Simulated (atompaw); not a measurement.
# LDA (PW92) PAW (atompaw) dataset for selenium, scalar-relativistic all-electron reference.

selenium (Se), PAW, made with atompaw 4.2.0.5 (LDA (PW92), scalar-relativistic). Core [Ne], reference 3s2 3p6 3d10 4s2 4p4. Waves: 3s (bound): rc 1.00 bohr; 4s (bound): rc 0.90 bohr; 3p (bound): rc 0.75 bohr; 4p (bound): rc 1.00 bohr; 3d (bound): rc 1.10 bohr; 3d channel at -1.35 Ry: rc 1.10 bohr. Local part: bessel scheme, radius 1.05 bohr. Core correction: smooth core density matched at 1.10 bohr. Augmentation charge: besselshape compensation charge, radius 1.05 bohr; PAW radius 1.10 bohr; waves and projectors: custom polynom2 7 10 vanderbiltortho.

All-electron outer shells of the reference configuration (LDA (PW92), scalar-relativistic, ld1.x):

| shell | level (eV) | outermost node (bohr) | outermost maximum (bohr) |
| --- | --- | --- | --- |
| 2s | -1604.71 | 0.06 | 0.17 |
| 2p | -1412.92 | – | 0.13 |
| 3s | -212.67 | 0.24 | 0.50 |
| 3p | -152.70 | 0.21 | 0.50 |
| 3d | -53.39 | – | 0.45 |
| 4s | -17.48 | 0.70 | 1.51 |
| 4p | -6.66 | 0.74 | 1.80 |

What the tests gave:

| Quantity | Value |
| --- | --- |
| Lowest eigenvalue of the overlap operator | 0.44 (p channel) |
| Overlap eigenvalues printed by atompaw (projector basis) | 0.12, 1.94, 8.98, 2.05e+03, 3.56e+06, 4.26e+09 |
| Share of each valence orbital outside the PAW sphere | 3s 2 %, 4s 88 %, 3p 3 %, 4p 94 %, 3d 8 % |

A Bessel basis up to 400 Ry misses an occupied level by 10.74 Ry, so cutoffs and ghosts were not judged.

Generation and tests took about 6.8 s on one core of a shared server CPU.
